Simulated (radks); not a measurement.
Task: Neutral chromium: order these configurations by energy. Calculated with a radial shooting solver on a logarithmic mesh with Libxc functionals: scalar-relativistic Kohn-Sham, PBEsol, spin-polarised, spherical densities, finite nucleus; Fermi nuclear charge, rms radius of each element as measured or else 0.836 A^(1/3) + 0.57 fm. Open shells are filled with parallel spins first. [Ar] 3d4 4s1 4p1; [Ar] 3d4 4s2; [Ar] 3d5 4p1; [Ar] 3d5 4s1; [Ar] 3d6.

Result: From the lowest, in eV above it: [Ar] 3d5 4s1 0.000; [Ar] 3d4 4s2 2.034; [Ar] 3d5 4p1 3.383; [Ar] 3d4 4s1 4p1 4.144; [Ar] 3d6 4.469.
